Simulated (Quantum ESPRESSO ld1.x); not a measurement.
Sb39+, 12 electrons, occupied as [Ne] 3s2 (the NIST ground configuration). All-electron calculation, scalar-relativistic Kohn-Sham, LDA (Slater exchange, Perdew-Zunger correlation), spin-polarised, spherical densities, point nucleus. Program: ld1.x of Quantum ESPRESSO 7.5.

Unscreened Slater integrals over Kohn-Sham orbitals (eV). They are taken over the spin-up orbitals. Empty in this configuration: 3p.

| integral | value |
|---|---|
| F0(3s,3s) | 83.981 |
| F0(3s,2p) | 109.91 |
| G1(3s,2p) | 11.563 |
| F0(3s,2s) | 107.47 |
| G0(3s,2s) | 9.2210 |
| F0(3s,1s) | 126.13 |
| G0(3s,1s) | 6.5760 |
| F0(3s,3p) | 85.361 |
| G1(3s,3p) | 54.948 |
| F0(2p,2p) | 235.92 |
| F2(2p,2p) | 112.20 |
| F0(2p,2s) | 216.23 |
| G1(2p,2s) | 122.62 |
| F0(2p,1s) | 320.59 |
| G1(2p,1s) | 60.719 |
| F0(2p,3p) | 115.00 |
| F2(2p,3p) | 29.807 |
| G0(2p,3p) | 11.888 |
| G2(2p,3p) | 13.165 |
| F0(2s,2s) | 203.83 |
| F0(2s,1s) | 286.94 |
| G0(2s,1s) | 28.483 |
| F0(2s,3p) | 111.42 |
| G1(2s,3p) | 9.4593 |
| F0(1s,1s) | 903.27 |
| F0(1s,3p) | 133.11 |
| G1(1s,3p) | 14.476 |
| F0(3p,3p) | 87.086 |
| F2(3p,3p) | 43.707 |
